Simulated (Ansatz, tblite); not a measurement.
Two members of one family (Ge10H16 nanocrystal and its variants), computed with Ansatz in the gas phase. A negative affinity means that the extra electron isn't bound at that geometry and level; within about 0.2 eV of zero the sign isn't settled. Binding counts from free atoms in the multiplicity of their measured ground term, without zero-point energy. Singlets are spin-restricted. Sets without diffuse functions give affinities that are too small. A dash marks a value that wasn't run or was left out as unsound. The structures are stationary points that may keep the symmetry of their start. Remarks come from the PBE and PBE0 runs and from stability tests at other levels; not every state was tested. A HOMO above zero means that the electron is unbound at that level and held by the basis, or that self-interaction error raises the level; the energy of removing that electron tells which. HOMO above LUMO (over both spins in singlets and doublets, within one spin in higher multiplets; at PBE or PBE0), or a gap under 0.15 eV within one spin, warns that the state may not be the lowest or that an electron is smeared out.

First: Ge10H16 (singlet, charge 0, PBE-D4/def2-SVP geometry).

```tsv
atom	x (Å)	y (Å)	z (Å)
Ge1	2.3701	1.3476	-0.7322
Ge2	0.2246	1.0322	2.6190
Ge3	-1.5201	2.2574	-0.7573
Ge4	-0.2247	-1.0304	-2.6197
Ge5	-2.3682	-1.3501	0.7298
Ge6	1.5171	-2.2554	0.7590
Ge7	0.5382	2.3241	0.5641
Ge8	1.8353	-0.9717	-1.2996
Ge9	-0.3155	-1.2879	2.0599
Ge10	-2.0609	-0.0602	-1.3259
H11	3.6872	1.3977	0.0970
H12	2.5954	2.1724	-2.0332
H13	1.5250	1.0797	3.4743
H14	-0.9244	1.6542	3.4655
H15	-1.3399	3.0940	-2.0591
H16	-2.6893	2.8881	0.0551
H17	-0.0278	-0.2317	-3.9414
H18	-0.5672	-2.5016	-2.9980
H19	-3.5513	-0.7598	1.5539
H20	-2.7227	-2.8252	0.3788
H21	2.8293	-2.2390	1.5985
H22	1.1940	-3.7391	0.4130
H23	0.8829	3.8042	0.9236
H24	3.0052	-1.5909	-2.1274
H25	-0.5177	-2.1097	3.3718
H26	-3.3747	-0.0990	-2.1695
```

```json
{"level": "PBE-D4/def2-SVP", "HOMO (eV)": "-6.53", "LUMO (eV)": "-1.41", "gap (eV)": "5.12", "vertical IE (eV)": "–", "vertical EA (eV)": "–", "binding per atom (eV)": "2.83"}
{"level": "PBE-D4/def2-TZVP", "HOMO (eV)": "-6.57", "LUMO (eV)": "-1.57", "gap (eV)": "4.99", "vertical IE (eV)": "8.36", "vertical EA (eV)": "0.05", "binding per atom (eV)": "2.83"}
{"level": "r2SCAN-D4/def2-TZVP", "HOMO (eV)": "-6.83", "LUMO (eV)": "-1.41", "gap (eV)": "5.42", "vertical IE (eV)": "–", "vertical EA (eV)": "–", "binding per atom (eV)": "2.88"}
{"level": "PBE0-D4/def2-SVP", "HOMO (eV)": "-7.56", "LUMO (eV)": "-0.72", "gap (eV)": "6.84", "vertical IE (eV)": "–", "vertical EA (eV)": "–", "binding per atom (eV)": "2.84"}
{"level": "PBE0-D4/def2-TZVP", "HOMO (eV)": "-7.57", "LUMO (eV)": "-0.88", "gap (eV)": "6.68", "vertical IE (eV)": "8.83", "vertical EA (eV)": "-0.14", "binding per atom (eV)": "2.84"}
```

Remarks: gap within one spin near zero at PBE or PBE0 (+1 doublet), HOMO above zero (-1 doublet).

Second: Ge10H14, two caps of one atom removed (singlet, charge 0, PBE-D4/def2-SVP geometry).

```
atom    x (Å)    y (Å)    z (Å)
 Ge1  -0.1242   2.6449  -0.8449
 Ge2   2.1654  -0.6062  -1.2852
 Ge3   1.2555   0.8375   2.3346
 Ge4  -2.9004   0.8191   1.7259
 Ge5  -0.3868  -2.5031   1.1465
 Ge6  -1.7648  -0.6949  -2.0307
 Ge7   1.8046   1.4244   0.0273
 Ge8  -2.1648   1.2806  -0.6108
 Ge9   0.1375  -1.9694  -1.1794
Ge10  -0.8556  -0.4353   2.4044
 H11   0.0601   3.0021  -2.3508
 H12  -0.2907   3.9809  -0.0600
 H13   2.4852  -0.2370  -2.7638
 H14   3.3765  -1.4032  -0.7153
 H15   1.1126   2.1397   3.1795
 H16   2.3766  -0.0270   2.9868
 H17   0.7920  -3.2490   1.8412
 H18  -1.6305  -3.4402   1.1930
 H19  -1.5213  -0.2121  -3.4925
 H20  -3.0322  -1.6029  -2.0400
 H21   3.0740   2.3327  -0.0066
 H22  -3.2828   2.0933  -1.3520
 H23   0.3170  -3.2818  -2.0043
 H24  -1.0030  -0.8930   3.8971
```

**Question.** Estimate how these quantities change from the first to the second (second minus first).

**Answer.** 
| level | Δ HOMO (eV) | Δ LUMO (eV) | Δ gap (eV) | Δ vertical IE (eV) | Δ vertical EA (eV) | Δ binding per atom (eV) |
| --- | --- | --- | --- | --- | --- | --- |
| PBE-D4/def2-SVP | 1.10 | -2.77 | -3.86 | – | – | -0.01 |
| PBE-D4/def2-TZVP | 1.10 | -2.63 | -3.73 | -0.93 | 2.27 | -0.01 |
| r2SCAN-D4/def2-TZVP | 1.15 | -2.78 | -3.93 | – | – | -0.02 |
| PBE0-D4/def2-SVP | 1.23 | -2.82 | -4.05 | – | – | -0.02 |
| PBE0-D4/def2-TZVP | 1.23 | -2.66 | -3.89 | -1.21 | 2.54 | -0.02 |

The relaxed triplet lies at 0.50 eV (r2SCAN-D4/def2-TZVP) to 0.68 eV (PBE-D4/def2-TZVP) from the singlet.
